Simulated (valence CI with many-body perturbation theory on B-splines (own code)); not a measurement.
# Questions on La XVII

Computed by relativistic CI+MBPT: five valence electrons over a frozen Dirac-Fock core [Kr], a basis of 7 s, 7 p, 8 d, 6 f, 4 g, 1 h functions for each j, with the one-electron correlation potential Σ1 (screened to all orders), the two-electron term Σ2, the three-electron term Σ3, Breit, model QED; selected single and double excitations, second order for the rest, scaled by the run's own slope (own B-spline code, finite nucleus).

No measured levels were compared; by estimate terms of the open shell hold to 2 to 4 % of their energy, and close levels can change places. Among the levels kept, up to 620 cm⁻¹ of a level comes from second order outside the variational space, and about a tenth of that is noise between levels of different J, which matters for small intervals. Only levels of the ground parity were solved; by the run's estimate the other parity begins above the list, which can be wrong where configurations are misplaced.

Levels are named by their leading jj configuration (3d3/2^4 stands for four electrons in 3d with j = 3/2), which in mixed levels can hold well under half, so a name can repeat and another be missing.

Rates and lifetimes use the calculated energies. Strong lines usually hold to 10 to 20 %, long lifetimes can be off by a factor of two.

**Question.** What is the ground level?

**Answer.** (4d3/2^3 4d5/2^2) J=5/2, composition 79 % 4d⁵ ⁶S + 16 % 4d⁵ ⁴P, g = 1.904.

**Question.** What is the ionisation energy?

**Answer.** 430.66 eV; NIST lists 431 ± 3 eV (theoretical).

**Question.** How well does LS coupling describe the low levels?

**Answer.** Among the lowest 20 levels the leading LS term, summed over configurations, holds 55 % on average. For single configurations the figures are 54 % in LS and 69 % in jj coupling. Terms mix most in the J = 5/2 level at 4.329 eV, where the leading one holds 28 %.
